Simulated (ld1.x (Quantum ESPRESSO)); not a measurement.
tellurium: variants of one TM potential

Base potential:

Te (Z = 52), norm-conserving Troullier–Martins (Kleinman–Bylander form), made with ld1.x (Quantum ESPRESSO) 7.5 (PBE, scalar-relativistic). Core [Kr], reference 4d10 5s2 5p4. Waves: 5p (bound): rc 2.00 bohr; 4d (bound): rc 1.10 bohr; 4f channel at -0.1 Ry: rc 2.10 bohr; 5s (bound): rc 1.80 bohr. Local part: the s channel. Core correction: none.

Cutoffs, loose and tight: the cutoffs (Ry, on a coarse ladder) from which the occupation-weighted sum of valence levels, in a spherical-Bessel basis at the reference potential, stays within 10 and 1 mRy of its value at 400 Ry. They do not see the model core or the augmentation charge, which bear on the density cutoff. Test errors are all-electron minus pseudo excitation energies from the reference, over the configurations 4d10 5s2 5p3; 4d10 5s2 5p2; 4d10 5s2 5p1; 4d10 5s2 5p0; 4d10 5s2 5p4.3; 4d10 5s0 5p6; 4d9 5s2 5p4. A dash means not determined; rows that change the core or the reference have their own tests.

A true bound ghost makes a file unfit for plane-wave use even where its test errors are small: the radial tests pick states by their node count and pass the ghost by.

```csv
change,outcome,"cutoff, loose","cutoff, tight",bound ghosts,largest test error (meV)
base,generated,120 Ry,200 Ry,none,-396
"all radii scaled by about 0.75 (s 1.36, p 1.50, d 0.82, f 1.58 bohr)",generated,230 Ry,over 300 Ry,p,+145
"all radii scaled by about 0.85 (s 1.52, p 1.70, d 0.94, f 1.78 bohr)",generated,120 Ry,180 Ry,none,-271
"all radii scaled by about 1.09 (s 1.96, p 2.18, d 1.20, f 2.30 bohr)",generated,110 Ry,180 Ry,none,-391
"all radii scaled by about 1.18 (s 2.12, p 2.36, d 1.30, f 2.48 bohr)",generated,110 Ry,180 Ry,none,-352
"all radii scaled by about 1.37 (s 2.46, p 2.74, d 1.50, f 2.88 bohr)",generated,100 Ry,160 Ry,none,-185
```

**Question.** What comes out with this change to the base: all radii scaled by about 1.25 (s 2.24, p 2.50, d 1.36, f 2.62 bohr)?

**Answer.** outcome: generated; cutoff, loose: 100 Ry; cutoff, tight: 180 Ry; bound ghosts: none; largest test error (meV): -304.

Reading the sweep of the scale of all radii (base = 1) (base included, trends over the rows without a ghost): The loose cutoff stays near 110 Ry. The median size of the test errors (rows with all tests solved) rises from 3.4 meV at 0.85 to 19.0 meV at 1.37. More of the atom is replaced by a form fitted at one configuration, so other configurations suffer as the radius grows. Bound ghosts are found at 0.75.
